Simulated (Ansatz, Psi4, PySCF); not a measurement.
C3H10N, charge +1, singlet, at a GFN2-xTB geometry. Base run: PySCF with CCSD(T)/STO-3G.

Input for PySCF:
```python
from pyscf import gto, scf, cc

mol = gto.M(
    atom='''
N    -0.001457   -0.000790    0.349071
C    -0.006831    1.403606   -0.098896
C     1.219405   -0.695183   -0.098525
C    -1.211296   -0.707730   -0.108702
H    -0.002470    1.441351   -1.187098
H     0.873397    1.924963    0.272714
H    -0.895476    1.915832    0.265308
H     1.254596   -0.710204   -1.186717
H     1.229226   -1.720741    0.265951
H     2.105741   -0.184277    0.273087
H    -1.237217   -0.723067   -1.197150
H    -2.105939   -0.206018    0.255454
H    -1.213580   -1.733351    0.255724
H    -0.005745   -0.003113    1.375966
''',
    basis='sto-3g',
    charge=1,
    spin=0,
    verbose=4,
)

mf = scf.RHF(mol)
mf.kernel()

mycc = cc.CCSD(mf)
mycc.kernel()
et = mycc.ccsd_t()
print('E(CCSD(T)) = %.10f' % (mycc.e_tot + et))
```

The same geometry, method and basis name were run in Ansatz (a program for electronic structure) and Psi4 and PySCF, at each program's defaults and at the settings that a row names. The base is PySCF at its defaults. Differences at the defaults can come from grids, fitting, cores and function types together.

```tsv
code and settings	ΔE vs base (mEh)	basis functions	E (Eh)	SCF cycles
PySCF, defaults (exact integrals, spherical functions, all electrons correlated)	0.000	30	-171.91574	8
Psi4, defaults (exact integrals, spherical functions, all electrons correlated)	0.000	30	-171.91574	9
Ansatz, defaults (factorised integrals, spherical functions, frozen core)	1.571	30	-171.91417	-
PySCF, frozen core	1.548	30	-171.91419	8
Psi4, exact integrals, spherical functions, frozen core	1.548	30	-171.91419	9
Ansatz, high accuracy, frozen core	1.548	30	-171.91419	-
```
